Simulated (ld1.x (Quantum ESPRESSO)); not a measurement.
# An all-electron radial function and its pseudo partner (Mg (Z = 12))

Columns: radius, all-electron u(r) and pseudo u(r) of the 3s shell (level -15.01 eV) of magnesium in the configuration [Ne] 3s0.5 3p0; PBE, scalar-relativistic, TM scheme, ld1.x (Quantum ESPRESSO) 7.5.

```tsv
r (bohr)	all-electron	pseudo
0.108	0.1217	0.0282
0.215	-0.0754	0.0560
0.322	-0.2340	0.0833
0.430	-0.3000	0.1102
0.538	-0.2875	0.1365
0.645	-0.2249	0.1624
0.752	-0.1342	0.1890
0.860	-0.0299	0.2178
0.968	0.0768	0.2503
1.075	0.1785	0.2880
1.182	0.2725	0.3323
1.290	0.3575	0.3838
1.398	0.4316	0.4398
1.505	0.4940	0.4955
1.612	0.5458	0.5459
1.720	0.5876	0.5876
1.828	0.6198	0.6198
1.935	0.6428	0.6428
2.042	0.6581	0.6581
2.150	0.6665	0.6665
2.258	0.6687	0.6687
2.365	0.6657	0.6657
2.472	0.6582	0.6582
2.580	0.6467	0.6467
2.688	0.6319	0.6319
2.795	0.6145	0.6145
```

(1) How many radial nodes do the two functions have?

(2) At about which radius was the pseudo-wave matched?

(3) Where does each function peak?

(4) Is the pseudo-wave norm-conserving?

## Answers

(1) The all-electron 3s function has n − l − 1 = 2; the pseudo-wave has 0, since the states of the same l below it are removed with the core.

(2) 1.70 bohr, where the columns begin to agree (steps of 0.11 bohr).

(3) Outermost all-electron maximum near 2.26 bohr, pseudo maximum near 2.26 bohr (to the table’s step).

(4) Yes: the TM scheme keeps the norm inside the radius equal to the all-electron one, which fixes the energy derivative of the logarithmic derivative at the level.
